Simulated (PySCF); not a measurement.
Species: Sn(vinyl)3I, C₆H₉ISn.
Cartesian coordinates in Å at the PBE0-D3(BJ)/def2-SVP level; atoms count from 1:
```
atom  x, y, z in Å
Sn1    0.025   -0.003    0.013
C2    -0.252   -0.008    2.132
C3    -1.024   -0.886    2.777
H4     0.272    0.767    2.706
H5    -1.567   -1.681    2.254
H6    -1.147   -0.849    3.867
C7     2.079   -0.196   -0.543
C8     2.562   -1.232   -1.232
H9     2.759    0.611   -0.242
H10    1.925   -2.063   -1.557
H11    3.622   -1.297   -1.504
C12   -0.913    1.682   -0.906
C13   -1.910    1.586   -1.789
H14   -0.543    2.675   -0.619
H15   -2.317    0.619   -2.107
H16   -2.369    2.477   -2.236
I17   -1.233   -2.201   -0.954
```

Computed with PBE0-D3(BJ)/def2-SVP geometry optimisation, gas phase, def2 core potentials past Kr in PySCF 2.14.0.

Q: Which atoms are bound to Sn1, and at what distances?

A: 4 atoms: C12 2.137 Å, C7 2.137 Å, C2 2.137 Å, I17 2.711 Å. The nearest atom not counted as bound is H14, at 2.81 Å (others tie with it).

Q: List the angles at Sn1.

A: 
| angle | degrees | distance of the outer atoms (Å) |
| --- | --- | --- |
| C2–Sn1–C7 | 112.5 | 3.55 |
| C7–Sn1–C12 | 112.4 | 3.55 |
| C2–Sn1–C12 | 111.8 | 3.54 |
| C2–Sn1–I17 | 106.9 | 3.91 |
| C12–Sn1–I17 | 106.4 | 3.90 |
| C7–Sn1–I17 | 106.2 | 3.89 |

Q: What is the shape at Sn1?

A: Tetrahedral: angles from 106.2° to 112.5°; τ4 = (360° − α − β)/141° = 0.96 with α and β the two widest (0 for a square, 1 for a tetrahedron).

Q: What are the other bond lengths?

A: C2–C3, C7–C8, C12–C13 1.334 Å; C2–H4, C7–H9, C12–H14 1.098 Å; C3–H5, C8–H10, C13–H15 1.096 Å; C3–H6 1.097 Å; C8–H11 1.097 Å; C13–H16 1.097 Å.

Q: Give some angles away from the centre.

A: Sn1–C2–C3 123.8°.

Charge 0, singlet. Stationary, but not proved a minimum.

One conformer stands for the species.
